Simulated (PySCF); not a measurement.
C₄H₇ (SMILES [CH]1CCC1), doublet, geometry from GFN2-xTB; DF-BLYP/6-311++G** in PySCF.

The PySCF input:
```python
from pyscf import gto, scf, dft
import numpy

mol = gto.Mole()
mol.atom = '''
    C     0.00788728    1.06774097    0.04664582
    C    -0.00763800   -1.03399532   -0.04517160
    C    -1.08467578    0.06806734    0.00750974
    C     1.08556611    0.05246214   -0.00224423
    H     0.01578849    2.13736921    0.09337410
    H    -0.01599358   -1.62576582   -0.95751018
    H    -0.00859656   -1.70312770    0.81208260
    H    -1.73307724    0.04050504    0.89034144
    H    -1.74043106    0.11741518   -0.86891810
    H     1.74141305    0.01552159    0.87472563
    H     1.73405923    0.09243173   -0.88453390
'''
mol.basis = '6-311++g**'
mol.spin = 1
mol.verbose = 4
mol.build()
print('smallest overlap eigenvalue', numpy.linalg.eigvalsh(mol.intor('int1e_ovlp'))[0])

mf = dft.UKS(mol)
mf.xc = 'blyp'
mf = mf.density_fit(auxbasis='def2-universal-jkfit')
mf = scf.addons.remove_linear_dep_(mf, threshold=1e-6, lindep=1e-6)
mf.kernel()
mf.analyze()
```

**Question.** What does PySCF print? Leave out banner, timings and long lists.

**Answer.** 
```
PySCF version 2.14.0

[INPUT] verbose = 4
[INPUT] num. atoms = 11
[INPUT] num. electrons = 31
[INPUT] charge = 0
[INPUT] spin (= nelec alpha-beta = 2S) = 1
[INPUT] symmetry False subgroup None
[INPUT] Mole.unit = angstrom
[INPUT] Symbol           X                Y                Z      unit          X                Y                Z       unit  Magmom
[...]
nuclear repulsion = 120.111617343949
number of shells = 75
number of NR pGTOs = 203
number of NR cGTOs = 137
basis = 6-311++g**
ecp = {}
input.py:27: DeprecationWarning: remove_linear_dep_ is deprecated and will be removed in a future release. Linear dependency handling is now built into the SCF procedure by default. Linear dependency removal can be controlled using the following settings:
  pyscf.scf.hf.remove_overlap_zero_eigenvalue = True
  pyscf.scf.hf.overlap_zero_eigenvalue_threshold = 1e-6

  mf = scf.addons.remove_linear_dep_(mf, threshold=1e-6, lindep=1e-6)
smallest overlap eigenvalue 7.179396086105374e-06
Applying remove_linear_dep_ on SCF object.
Using canonical orthogonalization with threshold 1e-06

******** <class 'pyscf.df.df_jk.DFUKS'> ********
method = DFUKS
initial guess = minao
damping factor = 0
level_shift factor = 0
DIIS = <class 'pyscf.scf.diis.CDIIS'>
diis_start_cycle = 1
diis_space = 8
diis_damp = 0
SCF conv_tol = 1e-09
SCF conv_tol_grad = None
SCF max_cycles = 50
direct_scf = False
number electrons alpha = 16  beta = 15
XC library pyscf.dft.libxc version 7.1.2
    S. Lehtola, C. Steigemann, M. J. T. Oliveira, and M. A. L. Marques,  SoftwareX 7, 1–5 (2018)
XC functionals = blyp
    A. D. Becke,  Phys. Rev. A 38, 3098 (1988)
    C. Lee, W. Yang, and R. G. Parr,  Phys. Rev. B 37, 785 (1988)
    B. Miehlich, A. Savin, H. Stoll, and H. Preuss,  Chem. Phys. Lett. 157, 200 (1989)
radial grids:
    Treutler-Ahlrichs [JCP 102, 346 (1995); DOI:10.1063/1.469408] (M4) radial grids

becke partition: Becke, JCP 88, 2547 (1988); DOI:10.1063/1.454033
pruning grids: <function nwchem_prune>
grids dens level: 3
symmetrized grids: False
atomic radii adjust function: <function treutler_atomic_radii_adjust>
small_rho_cutoff = 0
Set gradient conv threshold to 3.16228e-05
tot grids = 125128
init E= -156.724969237152

cycle= 1 E= -156.415434722494  delta_E= 0.31  |g|= 0.361  |ddm|= 2.58
cycle= 2 E= -156.270430079066  delta_E= 0.145  |g|= 0.635  |ddm|= 1.61
cycle= 3 E= -156.489189239427  delta_E= -0.219  |g|= 0.0399  |ddm|= 1.27
[...]
converged SCF energy = -156.489978898136  <S^2> = 0.75334311  2S+1 = 2.0033403
Total Energy =                        -156.489978898135718
[...]
spin_pop of  6 H 4s        0.00000
spin_pop of  6 H 2px      -0.00000
spin_pop of  6 H 2py       0.00000
spin_pop of  6 H 2pz      -0.00000
spin_pop of  7 H 1s        0.04838
spin_pop of  7 H 2s        0.00033
spin_pop of  7 H 3s        0.00033
spin_pop of  7 H 4s       -0.00001
spin_pop of  7 H 2px      -0.00002
spin_pop of  7 H 2py       0.00008
spin_pop of  7 H 2pz       0.00004
spin_pop of  8 H 1s        0.04839
spin_pop of  8 H 2s        0.00033
spin_pop of  8 H 3s        0.00033
spin_pop of  8 H 4s       -0.00001
spin_pop of  8 H 2px      -0.00002
spin_pop of  8 H 2py       0.00010
spin_pop of  8 H 2pz       0.00003
spin_pop of  9 H 1s        0.04838
spin_pop of  9 H 2s        0.00033
spin_pop of  9 H 3s        0.00033
spin_pop of  9 H 4s       -0.00001
spin_pop of  9 H 2px      -0.00001
spin_pop of  9 H 2py       0.00008
spin_pop of  9 H 2pz       0.00004
spin_pop of  10 H 1s        0.04839
spin_pop of  10 H 2s        0.00033
spin_pop of  10 H 3s        0.00033
spin_pop of  10 H 4s       -0.00001
spin_pop of  10 H 2px      -0.00001
spin_pop of  10 H 2py       0.00010
spin_pop of  10 H 2pz       0.00003
 ** Mulliken Spin Density (per atom)  **
spin density of  0 C =      0.90723
spin density of  1 C =      0.00628
spin density of  2 C =     -0.04226
spin density of  3 C =     -0.04226
spin density of  4 H =     -0.02225
spin density of  5 H =     -0.00165
spin density of  6 H =     -0.00165
spin density of  7 H =      0.04914
spin density of  8 H =      0.04914
spin density of  9 H =      0.04914
spin density of  10 H =      0.04914
 ** Mulliken pop alpha/beta on meta-lowdin orthogonal AOs **
 ** Mulliken pop       alpha | beta **
In total            16.00000 | 15.00000
 ** Mulliken atomic charges   ( Nelec_alpha | Nelec_beta ) **
charge of  0C =     -0.13875  (     3.52299      2.61576 )
charge of  1C =     -0.19108  (     3.09868      3.09240 )
charge of  2C =     -0.20107  (     3.07941      3.12166 )
charge of  3C =     -0.20107  (     3.07940      3.12166 )
charge of  4H =      0.10555  (     0.43610      0.45835 )
charge of  5H =      0.10265  (     0.44785      0.44950 )
charge of  6H =      0.10264  (     0.44785      0.44950 )
charge of  7H =      0.10528  (     0.47193      0.42279 )
charge of  8H =      0.10528  (     0.47193      0.42279 )
charge of  9H =      0.10528  (     0.47193      0.42279 )
charge of  10H =      0.10528  (     0.47193      0.42279 )
Dipole moment(X, Y, Z, Debye): -0.00177, -0.24003, -0.01041
```
